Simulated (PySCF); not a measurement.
PySCF job for Al(Me)2(SH) (C2H7AlS), SMILES [CH3][Al]([CH3])[SH], PBE/pcSseg-1. Coordinates come from a B3LYP-D3(BJ)/def2-SVP optimisation. A frequency run showed that this geometry is not a minimum. The values are those of a single conformer.

```python
import numpy as np
from pyscf import gto, scf, dft
from pyscf.prop.nmr import rks as nmr

mol = gto.M(
    atom='''
    Al   -0.33165763    0.24966475   -0.06886555
    C    -2.10507232   -0.54892375   -0.26620306
    H    -2.09555863   -1.64695404   -0.17861153
    H    -2.54345106   -0.29250269   -1.24705969
    H    -2.79912566   -0.15565609    0.49775386
    C     0.05020932    2.16897055   -0.16902994
    H     0.75730244    2.39233850   -0.98713205
    H     0.52182290    2.53189457    0.76095899
    H    -0.85810276    2.76997393   -0.33972431
    S     1.33543816   -1.14836317    0.29038287
    H     2.29082962   -0.19120593    0.35433890
    ''',
    basis='pcSseg-1',
    charge=0,
    spin=0,
    max_memory=1600,
    verbose=3,
)
mf = dft.RKS(mol, xc='pbe')
mf.grids.level = 3
mf.conv_tol = 1e-10
mf.max_cycle = 100
mf.kernel()
n = nmr.NMR(mf)
n.verbose = 2
n.max_cycle_cphf = 60
sigma = n.kernel()
print('atom   isotropic/ppm   span/ppm')
for i, s in enumerate(sigma):
    w = np.linalg.eigvalsh((s + s.T) / 2)
    print(f'{mol.atom_symbol(i):2s}{i + 1:3d} {w.mean():14.3f} {w[2] - w[0]:11.3f}')
```

Log of the run:

```
converged SCF energy = -720.645719413859
atom   isotropic/ppm   span/ppm
Al  1        260.132     126.288
C   2        187.521      14.477
H   3         31.176      11.117
H   4         31.361      10.561
H   5         31.361      10.559
C   6        187.254      13.156
H   7         31.431      10.373
H   8         31.433      10.388
H   9         31.371      11.452
S  10        628.698     222.787
H  11         29.975      15.190
```

The calculation finished and met its thresholds.

Cost: very roughly 23 core-seconds.
